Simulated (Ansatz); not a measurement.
Two spin states of RbSr, each at its own minimum; 2S+1 = 2, 4 were tried, and our sources give no spin for the ground state. No spin–orbit coupling.

```
level               energy of the multiplicity-4 state above the multiplicity-2 state (kcal/mol)
------------------  ----------------------------------------------------------------------------
PBE/def2-TZVPP                                                                             35.96
PBE0/def2-TZVPP                                                                            34.52
wB97X-V/def2-TZVPP                                                                         37.39
CCSD(T)/def2-TZVPP                                                                         37.62
```

The rows run from 34.52 (PBE0/def2-TZVPP) to 37.62 kcal/mol (CCSD(T)/def2-TZVPP). The 3 functionals in def2-TZVPP without D3 or D4 span 2.87, from PBE0 to wB97X-V.

Each state is the lowest solution found for its spin in def2 and cc sets.

Correlated levels freeze the inner cores; with def2 sets outer-core shells near the valence are correlated too.

Run with Ansatz (Gaussian orbitals). Values without a source in brackets are computed. In def2 rows elements past Kr take small-core potentials, without spin–orbit coupling.

Ansatz is a quantum-chemistry and plane-wave program.
